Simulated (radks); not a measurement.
Values are calculated unless marked as measured or tabulated.
All-electron atom: Tl+ in [Xe] 4f12 5d9 6s2 6p3 (not the ground configuration). Level of theory: scalar-relativistic Kohn-Sham, PBE, spin-polarised, spherical densities, point nucleus; open shells are filled with parallel spins first (spin-orbit coupling, left out, can overturn this in heavy ions) (a radial shooting solver on a logarithmic mesh with Libxc functionals).

X-ray form factor f0, the Fourier transform of the density (f0(0) = 80):

| sin(theta)/lambda (1/angstrom) | f0 (electrons) |
|---|---|
| 0.05 | 78.850 |
| 0.1 | 75.836 |
| 0.15 | 71.877 |
| 0.2 | 67.731 |
| 0.25 | 63.762 |
| 0.3 | 60.061 |
| 0.4 | 53.422 |
| 0.5 | 47.719 |
| 0.6 | 42.899 |
| 0.8 | 35.356 |
| 1 | 29.559 |
| 1.25 | 23.866 |
| 1.5 | 19.732 |
| 2 | 15.086 |
